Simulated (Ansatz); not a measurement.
Cost and result for the atomization energy of F$_{2}$H$_{4}$SSi$_{2}$ (`F[SiH](F)S[SiH3]`) (9 atoms, 8 bonds).

```tsv
atom	x (Å)	y (Å)	z (Å)
F1	-0.117	2.005	-0.162
Si2	-0.867	1.048	0.859
F3	-2.234	0.664	0.154
S4	0.294	-0.649	1.277
Si5	0.917	-1.117	-0.733
H6	-1.165	1.781	2.099
H7	2.119	-0.330	-1.095
H8	-0.185	-0.838	-1.684
H9	1.238	-2.563	-0.715
```

Charge 0, multiplicity 1. Geometry: relaxed with PBE0-D4/def2-TZVP. It is one conformer, not always the lowest. Program: Ansatz. All runs use 4 threads of a server CPU on a shared host. Times are those of one run each, without the atoms' runs, and a repeat can differ threefold. Electronic energies, without spin–orbit coupling; frozen cores. CCSD(T)/CBS adds CCSD(T) − MP2 in def2-TZVPP to the MP2 limit, and its time is that of the two runs behind it. T1 = 0.012. B3LYP takes the VWN-RPA correlation (the form of Gaussian; ORCA's B3LYP/G).

CCSD(T)/CBS is a level of theory with its own doubt, some kJ/mol a heavy atom from the limit and from the frozen cores, so smaller differences don't rank the functionals.

| level | functions | wall time |
| --- | --- | --- |
| PBE-D4/def2-TZVPP (with forces) | 244 | 2.5 s |
| PBE0-D4/def2-TZVPP | 244 | 3.3 s |
| r2SCAN-D4/def2-TZVPP (with forces) | 244 | 7.5 s |
| B3LYP-D4/def2-TZVPP (with forces) | 244 | 9.5 s |
| ωB97M-V/def2-TZVPP (with forces) | 244 | 17 s |
| MP2/def2-QZVPP | 444 | 19 s |
| B2PLYP/def2-TZVPP | 244 | 34 s |
| ωB97X-V/def2-TZVPP | 244 | 39 s |
| CCSD(T)/def2-TZVPP | 244 | 2.4 min |
| CCSD(T)/CBS(def2) | – | 2.7 min |

(1) What atomization energy does each give, and how far from CCSD(T)/CBS? (Best estimate.)

Results:

(1) Ansatz gave: 
| level | atomization (kJ/mol) | difference from CCSD(T)/CBS | per bond |
| --- | --- | --- | --- |
| PBE-D4/def2-TZVPP (with forces) | 3144.5 | -23.3 | -2.9 |
| PBE0-D4/def2-TZVPP | 3103.5 | -64.3 | -8.0 |
| r2SCAN-D4/def2-TZVPP (with forces) | 3157.0 | -10.8 | -1.3 |
| B3LYP-D4/def2-TZVPP (with forces) | 3123.8 | -44.0 | -5.5 |
| ωB97M-V/def2-TZVPP (with forces) | 3161.3 | -6.5 | -0.8 |
| MP2/def2-QZVPP | 3195.2 | 27.4 | 3.4 |
| B2PLYP/def2-TZVPP | 3100.9 | -66.9 | -8.4 |
| ωB97X-V/def2-TZVPP | 3173.8 | 6.0 | 0.7 |
| CCSD(T)/def2-TZVPP | 3066.4 | -101.4 | -12.7 |
| CCSD(T)/CBS(def2) | 3167.8 | 0.0 | 0.0 |

The D4 term adds +39.6 kJ/mol with B3LYP and +20.6 kJ/mol with PBE0; it sums over pairs of atoms, weighted by their polarisabilities, and B3LYP, whose exchange is more repulsive, gets the larger term. From PBE to PBE0 (25 % exact exchange), in def2-TZVPP and without D4, the atomization energy moves by −37.4 kJ/mol: exact exchange takes away binding that semilocal exchange gives to molecules. In def2-TZVPP, CCSD(T) changes the Hartree–Fock value by +697.9 kJ/mol (the triples alone add +42.4 kJ/mol) and MP2 by +765.0 kJ/mol; breaking electron pairs costs correlation energy, which Hartree–Fock lacks.
